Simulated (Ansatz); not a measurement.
Job for Ansatz (an electronic-structure program): U-CCSD(T)/def2-TZVPP on AlAs, 2S+1 = 3, a spin state set in the input, which need not be the lowest, a point of a bond scan (R = 2.305 Å).

Ansatz 0.2 input:
```yaml
crystal:
  periodic: [false, false, false]
  atoms:
    - {symbol: Al, position_ang: [0.00000000, 0.00000000, 0.00000000]}
    - {symbol: As, position_ang: [0.00000000, 0.00000000, 2.30479300]}
basis:
  gaussian:
    orbitals: def2-TZVPP
magnetization: {spin_polarized: true, initial_magnetization: 2}
correlation: {method: ccsd_t, electrons: valence}
output: {orbitals: {seedname: ./end}}
```

### Question
Predict the final total energy.

### Answer
-2476.3962 hartree (reference determinant -2476.0898, T1 diagnostic 0.024).

### Question
How many basis functions does it have, and what does it roughly cost on one machine?

### Answer
90 functions; about 110 core-seconds (a rough figure).
